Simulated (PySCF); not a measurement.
One of the candidates below gave these computed data.

All candidates are C5H5OPS.

| technique | computed result |
| --- | --- |
| Dipole | 4.15 D [CAM-B3LYP/def2-SVPD] |
| 13C NMR | chemical shifts (computed TMS as zero) by class: 192.5 (1 C), 190.5 (1 C), 156.7 (1 C), 149.8 (1 C), 29.4 (1 C) ppm [GIAO PBE0/pcSseg-1] |
| UV, strongest line | among the 8 lowest singlet transitions: S2 at 4.24 eV (293 nm, f = 0.152) [TDDFT CAM-B3LYP/def2-SVPD] |
| 1H NMR | chemical shifts (computed TMS as zero) by class: 8.41 (1 H), 8.19 (1 H), 2.64 (3 H) ppm [GIAO PBE0/pcSseg-1] |
| Triplet | lowest triplet excitation (Tamm–Dancoff): 2.47 eV [TDA CAM-B3LYP/def2-SVPD] |
| Polarisability | 102.2 au [CAM-B3LYP/def2-SVPD] |
| Rotational structure | rotational constants A, B, C: 2.502, 1.362, 0.887 GHz [GFN2-xTB] |

Gas-phase values; electronic properties from PySCF, density fitting. Levels stand in brackets. One conformer (not necessarily the lowest) at the GFN2-xTB geometry, without solvent, vibrations or thermal averaging. NMR classes are plain means over equivalent atoms (diastereotopic ones count apart unless rotation or inversion swaps them), as if these changed places fast.

Problem. Which candidate is it?
A. `CC(=O)c1pccs1`
B. `CC(=O)c1cpcs1`
C. `Cc1cpc(C=O)s1`
D. `Cc1pcsc1C=O`

Solution. A. It is `CC(=O)c1pccs1`. Numbering: `[CH3:1][C:2](=[O:3])[c:4]1[p:5][cH:6][cH:7][s:8]1`. 5 carbons fall into 5 classes; from least to most shielded: ketone carbonyl carbon [C2] (192.5 ppm), substituted aromatic carbon [C4] (190.5 ppm), aromatic CH carbon [C6] (156.7 ppm), aromatic CH next to a ring sulfur [C7] (149.8 ppm), methyl carbon next to a carbonyl [C1] (29.4 ppm). Hydrogen classes from least to most shielded: 1 H on an aromatic CH carbon, C6 (8.41 ppm), 1 H on an aromatic CH next to a ring sulfur, C7 (8.19 ppm), 3 H on a methyl carbon next to a carbonyl, C1 (2.64 ppm, a mean of values up to 0.5 ppm apart in this geometry). By its constants the optimised geometry is an asymmetric top.

The others, at the same levels:
- `Cc1pcsc1C=O` fails: its computed 13C shifts are 184.5 (1 C), 182.8 (1 C), 178.5 (1 C), 154.4 (1 C), 23.5 (1 C) ppm, 1H shifts are 10.44 (1 H), 8.99 (1 H), 3.28 (3 H) ppm and lowest triplet excitation (Tamm–Dancoff) is 2.93 eV (against 2.47 eV).
- `CC(=O)c1cpcs1` fails: its computed 13C shifts are 190.4 (1 C), 175.9 (1 C), 161.9 (1 C), 161.7 (1 C), 31.3 (1 C) ppm, 1H shifts are 9.46 (1 H), 8.92 (1 H), 2.72 (3 H) ppm and rotational constant A is 2.949 GHz (against 2.502 GHz).
- `Cc1cpc(C=O)s1` fails: its computed 13C shifts are 194.1 (1 C), 185.8 (1 C), 172.5 (1 C), 152.1 (1 C), 22.0 (1 C) ppm, 1H shifts are 10.15 (1 H), 8.07 (1 H), 2.97 (3 H) ppm and static isotropic polarisability is 105.8 au (against 102.2 au).

Each candidate is one conformer, not necessarily the lowest. The conformers computed, where there is a choice (atom-mapped SMILES and torsion angles):
- `[CH3:1][C:2](=[O:3])[c:4]1[p:5][cH:6][cH:7][s:8]1`: C1–C2–C4–P5 177°
- `[CH3:1][c:2]1[p:3][cH:4][s:5][c:6]1[CH:7]=[O:8]`: S5–C6–C7–O8 180°
- `[CH3:1][C:2](=[O:3])[c:4]1[cH:5][p:6][cH:7][s:8]1`: C1–C2–C4–C5 180°
- `[CH3:1][c:2]1[cH:3][p:4][c:5]([CH:6]=[O:7])[s:8]1`: P4–C5–C6–O7 180°
